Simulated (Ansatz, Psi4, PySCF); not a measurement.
Cl2O2W (SMILES [O]=[W](=[O])([Cl])[Cl]), singlet, at a GFN2-xTB geometry (such geometries of metal compounds can be far from the true shape) (core potentials on W). Base run: B3LYP/def2-SVP (PySCF).

The PySCF input:
```python
from pyscf import gto, scf, dft

mol = gto.Mole()
mol.atom = '''
    W     0.22070827   -0.04383696    0.07248437
    O     1.42106711   -0.59757683   -0.95677366
    O     0.71530292    0.17325209    1.65839413
    Cl   -0.53569036    1.84374011   -0.68801677
    Cl   -1.43039034   -1.45323815    0.04232223
'''
mol.basis = 'def2-svp'
mol.ecp = {'W': 'def2-svp'}
mol.verbose = 4
mol.build()

mf = dft.RKS(mol)
mf.xc = 'b3lyp'
mf.kernel()
```

The same geometry, method and basis name were run in Ansatz (an electronic-structure program) and Psi4 and PySCF, at each program's defaults and at the settings that a row names. The base is PySCF at its defaults. Differences at the defaults can come from grids, fitting, cores and function types together.

| code and settings | ΔE vs base (µEh) | basis functions | E (Eh) | SCF cycles | dipole (D) |
|---|---|---|---|---|---|
| PySCF, defaults (exact integrals, its default grid, spherical functions) | 0.0 | 96 | -1137.77878 | 12 | 1.89 |
| Psi4, defaults (density fitting with its default set, its default grid, spherical functions) | -80.8 | 96 | -1137.77886 | 12 | 1.89 |
| Ansatz, defaults (factorised integrals, its default grid, spherical functions) | 5.0 | 96 | -1137.77878 | - | - |
| PySCF, density fitting with def2-universal-jkfit | -0.3 | 96 | -1137.77878 | 12 | 1.89 |
| PySCF, fine grid | 7.5 | 96 | -1137.77877 | 13 | 1.89 |
| Psi4, exact integrals, spherical functions, fine grid | 9.4 | 96 | -1137.77877 | 14 | 1.89 |
| Ansatz, high accuracy | 5.3 | 96 | -1137.77878 | - | - |
